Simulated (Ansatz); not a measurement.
Consider the formal exchange of groups at the Se–C bond: `CC[Se]C=N` + `BF` → `CC[Se]BF` + `C=N`.

Computed with Ansatz on PBE0-D4/def2-TZVP structures; ΔE is electronic, products minus reactants. CCSD(T)/CBS is the MP2 limit (def2-TZVPP, def2-QZVPP) plus CCSD(T) − MP2 in def2-TZVPP, frozen cores. This one scheme is used for every species. For Se outer-core shells are correlated without core-valence functions, which leaves a few kJ/mol of doubt a bond. Scalar relativity is left out up to krypton. One conformer a species, not always the lowest.

`CC[Se]C=N`:

```xyz
12

C     1.701    0.173   -0.295
C     0.420    0.421   -1.061
Se   -0.969   -0.910   -0.722
C    -1.557   -0.218    0.958
N    -2.397   -0.713    1.751
H     2.445    0.937   -0.542
H     1.533    0.204    0.783
H     2.121   -0.804   -0.538
H     0.579    0.384   -2.140
H    -0.017    1.395   -0.832
H    -1.086    0.738    1.204
H    -2.772   -1.606    1.432
```

`BF`:

Z-matrix (Å, degrees):
```
B
F 1 1.317
H 1 1.197 2 117.8
H 1 1.198 2 117.8 3 -180.0
```

`CC[Se]BF`:

Cartesian coordinates in Å:
```
C 1.434 0.290 -0.285
C 0.539 -0.290 0.787
Se -1.119 0.734 1.040
B -2.167 0.029 -0.405
F -1.687 -0.912 -1.208
H 2.362 -0.286 -0.352
H 1.696 1.328 -0.067
H 0.948 0.262 -1.261
H 1.021 -0.281 1.766
H 0.247 -1.315 0.563
H -3.275 0.440 -0.579
```

`C=N`:

Cartesian coordinates in Å:
```
C 0.245 -0.148 0.265
N -0.111 0.088 -0.920
H -0.315 0.151 1.160
H 1.177 -0.690 0.437
H -0.995 0.599 -0.942
```

```
             level  ΔE (eV)
    MP2/def2-TZVPP    -0.92
SCS-MP2/def2-TZVPP    -0.91
```

What does CCSD(T)/CBS give? (An estimate is asked.)

The calculation gave: -0.97 eV. The listed levels differ from it by 0.05, 0.06 eV.

Largest T1 diagnostic among the species: 0.013.

From PBE to PBE0 (25 % exact exchange), in def2-TZVPP and without D4, ΔE moves by −0.06 eV.
